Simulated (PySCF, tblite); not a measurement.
Isomers of H8NOSi3 (doublet state). Calculated harmonic vibrations of the isolated species, GFN2-xTB (tblite), most abundant isotopes, no scaling. Errors from tens to a few hundred cm⁻¹ against measured bands are possible. Modes of hydrogen on silicon can be 10 to 20 % off. One conformer each. Open shells enter through the occupations alone, without spin polarisation, and single modes of such species can be off by tens of per cent.

Electronic energies: B3LYP/pcH-1 single points on the GFN2-xTB geometries (PySCF, gas phase).

```csv
SMILES,"electronic energy, lowest = 0 (kcal/mol)"
[SiH2]N[SiH2]O[SiH3],1.2
[SiH2]O[SiH2]N[SiH3],2.0
[SiH3]N[SiH]O[SiH3],0.0
```

Q: How do GFN2-xTB zero-point energies change the relative energies?

A: 
| SMILES | ZPE (kcal/mol) | of it from modes above 1550 cm⁻¹ | electronic (kcal/mol) | with ZPE, lowest = 0 (kcal/mol) | lowest mode (cm⁻¹) | rings |
| --- | --- | --- | --- | --- | --- | --- |
| [SiH3]N[SiH]O[SiH3] | 47.1 | 27.4 | 0.0 | 0.0 | 19 | 0 |
| [SiH2]N[SiH2]O[SiH3] | 47.3 | 27.6 | 1.2 | 1.4 | 38 | 0 |
| [SiH2]O[SiH2]N[SiH3] | 47.3 | 27.5 | 2.0 | 2.3 | 32 | 0 |

The zero-point energies span 0.2 kcal/mol, from `[SiH3]N[SiH]O[SiH3]` to `[SiH2]O[SiH2]N[SiH3]`. The order is unchanged.

Q: And how do the electronic energies of GFN2-xTB itself compare?

A: `[SiH3]N[SiH]O[SiH3]` 2.9; `[SiH2]N[SiH2]O[SiH3]` 0.0; `[SiH2]O[SiH2]N[SiH3]` 1.4 kcal/mol, lowest = 0. Against the energies above, taken from the same isomer `[SiH3]N[SiH]O[SiH3]`, the largest difference is 4.1 kcal/mol.
